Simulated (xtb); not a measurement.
HgI2, SMILES [I][Hg][I]. All values are semi-empirical tight-binding results from xtb (GFN2-xTB unless named), good for trends rather than for accurate numbers. Coordinates come from a GFN2-xTB optimisation. The isomer is the one that the SMILES or the coordinates give; other isomers of the formula were not compared.

For metal compounds this method's bond lengths and energies can be far off.

Computed properties:
```
Quantity                                        Value
-------------------------------------  --------------
point group as xtb finds it                       D∞h
orbital gap                                   4.67 eV
zero-point energy                        0.6 kcal/mol
G − E(el) at 298.15 K (modified RRHO)  -18.7 kcal/mol
```
